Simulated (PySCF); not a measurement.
PySCF input:

```python
from pyscf import gto, scf, dft

mol = gto.M(
    atom='''
    Se   -2.02325987   -0.96109939   -0.25137356
    Se    0.08128135   -1.00791912    0.42278854
    I     1.24579755    1.26314396   -0.10996433
    ''',
    basis='def2-tzvpd',
    ecp='def2-tzvp',
    charge=0,
    spin=1,
    verbose=4,
)

mf = scf.UHF(mol).density_fit(auxbasis='def2-universal-jkfit')
mf.conv_tol = 1e-9
mf.max_cycle = 100
mf.max_memory = 1500
mf.kernel()
if not mf.converged:
    mf = mf.newton()
    mf.kernel(mf.make_rdm1())
for _ in range(2):
    mo, _, stable, _ = mf.stability(return_status=True)
    if stable:
        break
    mf.kernel(mf.make_rdm1(mo, mf.mo_occ))
mf.analyze()
```

Problem. Predict the final energy.

Solution. -5096.37590 Eh (HF/def2-TZVPD).

It need not be the lowest isomer of its formula.
